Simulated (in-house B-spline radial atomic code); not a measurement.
Orbital energies and mean radii along the 3-electron series, configuration [He] 2s1. The effective charge is n√(-2ε), a non-relativistic measure. Computed with a B-spline radial code for spherical atoms: Dirac-Hartree-Fock, average of the configuration, finite nuclei.

| ion | Z | energy of 1s1/2 (Eh) | mean radius of 1s1/2 (bohr) | energy of 2s1/2 (Eh) | mean radius of 2s1/2 (bohr) | effective charge of 1s1/2 |
| --- | --- | --- | --- | --- | --- | --- |
| Ca17+ | 20 | -184.88 | 0.075981 | -42.556 | 0.31782 | 19.229 |
| Sc18+ | 21 | -204.77 | 0.072241 | -47.344 | 0.30147 | 20.237 |
| Ti19+ | 22 | -225.69 | 0.068845 | -52.393 | 0.28669 | 21.246 |
| V20+ | 23 | -247.65 | 0.065746 | -57.703 | 0.27326 | 22.255 |
| Cr21+ | 24 | -270.65 | 0.062908 | -63.276 | 0.261 | 23.266 |
| Mn22+ | 25 | -294.7 | 0.060299 | -69.111 | 0.24977 | 24.278 |
| Fe23+ | 26 | -319.8 | 0.05789 | -75.212 | 0.23944 | 25.29 |
| Co24+ | 27 | -345.95 | 0.055661 | -81.579 | 0.22989 | 26.304 |
| Ni25+ | 28 | -373.15 | 0.053591 | -88.214 | 0.22106 | 27.319 |
| Cu26+ | 29 | ? | ? | ? | ? | ? |
| Zn27+ | 30 | -430.76 | 0.049866 | -102.29 | 0.20521 | 29.352 |
| Ga28+ | 31 | -461.18 | 0.048183 | -109.74 | 0.19807 | 30.37 |
| Ge29+ | 32 | -492.67 | 0.046604 | -117.46 | 0.19139 | 31.39 |
| As30+ | 33 | -525.24 | 0.045121 | -125.45 | 0.18512 | 32.411 |
| Se31+ | 34 | ? | ? | ? | ? | ? |
| Br32+ | 35 | ? | ? | ? | ? | ? |
| Kr33+ | 36 | -629.53 | 0.041161 | -151.11 | 0.16844 | 35.483 |
| Rb34+ | 37 | -666.5 | 0.039982 | -160.23 | 0.16349 | 36.51 |
| Sr35+ | 38 | -704.58 | 0.038864 | -169.63 | 0.1588 | 37.539 |
| Zr37+ | 40 | -784.13 | 0.036793 | -189.3 | 0.15013 | 39.601 |

(1) Fill in the row of Cu26+.

(2) Fill in the row of Se31+.

(3) Fill in the row of Br32+.

(4) How does the screening of 1s1/2 change?

Results:

(1) energy of 1s1/2 (Eh): -401.42; mean radius of 1s1/2 (bohr): 0.051664; energy of 2s1/2 (Eh): -95.117; mean radius of 2s1/2 (bohr): 0.21285; effective charge of 1s1/2: 28.335.

(2) energy of 1s1/2 (Eh): -558.9; mean radius of 1s1/2 (bohr): 0.043724; energy of 2s1/2 (Eh): -133.73; mean radius of 2s1/2 (bohr): 0.17923; effective charge of 1s1/2: 33.434.

(3) energy of 1s1/2 (Eh): -593.66; mean radius of 1s1/2 (bohr): 0.042406; energy of 2s1/2 (Eh): -142.28; mean radius of 2s1/2 (bohr): 0.17368; effective charge of 1s1/2: 34.458.

(4) Z less the effective charge goes from 0.77 at Z = 20 to 0.40 at Z = 40.
